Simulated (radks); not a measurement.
Values are calculated unless marked as measured or tabulated.
Question: All-electron atom: Si VI in [He] 2s2 2p5 (the NIST ground configuration). Level of theory: Dirac Kohn-Sham, PBE, spin-unpolarised, spherical densities, finite nucleus; open shells are shared between the two j in proportion to 2j + 1; Fermi nuclear charge, rms radius 3.1224 fm (a radial shooting solver on a logarithmic mesh with Libxc functionals). Some entries of the table are withheld. Estimate them.

orbital,occ.,eigenvalue (hartree),<1/r> (bohr^-1)
1s1/2,2,-69.51595,(1)
2s1/2,2,(2),2.675
2p1/2,1.66667,(3),(4)
2p3/2,3.33333,(5),(6)

Answer: 
(1) 1s1/2 <1/r> (bohr^-1): 13.65
(2) 2s1/2 eigenvalue (hartree): -8.47287
(3) 2p1/2 eigenvalue (hartree): -6.92785
(4) 2p1/2 <1/r> (bohr^-1): 2.582
(5) 2p3/2 eigenvalue (hartree): -6.90145
(6) 2p3/2 <1/r> (bohr^-1): 2.569
